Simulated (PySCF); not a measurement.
H2. Atoms are numbered in the order given.

```xyz
2

H      0.0000     0.0000    -0.3731
H      0.0000     0.0000     0.3731
```
Charge 0, spin multiplicity 1.

Coordinates come from a PBE0-D3(BJ)/def2-TZVPD optimisation.

These are PBE/def2-TZVPD in PySCF values and carry that method's errors.

Q: Estimate the frontier levels, gap, dipole moment and polarisability. (The exact figures need the calculation; the answer reports its results.)

A: 
```
Item                                                                                                            Value
---------------------------------------------------------------------------------------------  ----------------------
highest occupied level                                                                                      -10.35 eV
lowest empty level                                                                                            0.81 eV
orbital gap                                                                                                  11.16 eV
dipole moment                                                                                                  0.00 D
quadrupole, principal values (traceless, Buckingham form, about the centre of nuclear charge)  -0.29, -0.29, 0.58 D·Å
mean static polarisability                                                                        5.6 bohr³ (0.83 Å³)
polarisability, principal values                                                                  4.9, 4.9, 6.9 bohr³
```
